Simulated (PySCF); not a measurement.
**Telling isomers of C4HCl3O2 apart by NMR**

PySCF calculation with structure optimised with GFN2-xTB and σ from GIAO-PBE0/pcSseg-1; non-relativistic Hamiltonian, a single conformation, equivalent nuclei averaged, isolated molecule.

Referencing at the same level of theory: ¹H and ¹³C vs TMS. Where no couplings were computed, multiplicities follow the n + 1 count of equivalent neighbours, and m marks all less simple cases (inequivalent or close neighbours, rings, F or P nearby). Acid and N–H amide carbonyl carbons lie up to 10 ppm further downfield in solution (hydrogen bonding). Shifts are as computed. Against solution values, carbons near 30 ppm lie about +3 ppm off and those near 130 ppm about +5 ppm; carbons on Cl a further +6 ppm (rms about the fit 2.1 ppm; single classes can miss by 10 ppm). Of 1328 compounds with measured shifts, 309 miss one by over three times the rms of a fit or turn the order of signals round; such compounds aren't used in these exercises. Signals without a measured value on file couldn't be tested in this way; 1H shifts scatter by 0.2 ppm about their fit, and single ones miss by 0.5 ppm. Carbons bonded to Cl come out too deshielded. OH and NH positions are gas-phase values without hydrogen bonding to other molecules.

(1) Tabulate the signals of `O=C=C(C=O)C(Cl)(Cl)Cl`, `O=C(O)C#CC(Cl)(Cl)Cl` and their relative energies.

(2) What is the quickest way to tell O=C=C(C=O)C(Cl)(Cl)Cl from O=C(O)C#CC(Cl)(Cl)Cl?

## Answers

(1) 
```tsv
SMILES	carbon types	δC	δH	E rel. (kcal/mol)
O=C=C(C=O)C(Cl)(Cl)Cl	3×C 1×CH	192.1, 188.7, 116.8, 74.1	9.79 (s, 1H)	0.0
O=C(O)C#CC(Cl)(Cl)Cl	4×C	156.6, 102.7, 90.6, 85.7	6.64 (br s, 1H)	15.8
```

Energies are electronic energies at PBE0/pcSseg-1 on these geometries, without zero-point or thermal terms, each for the one conformer computed, which needn't be the lowest.

(2) Both give the same number of carbon signals, but DEPT or the intensities differ. The first has an aldehyde carbonyl carbon (CH) at 188.7 ppm, the second a carboxylic acid carbon (C) at 156.6 ppm. Their most deshielded carbons lie at 192.1 and 156.6 ppm.
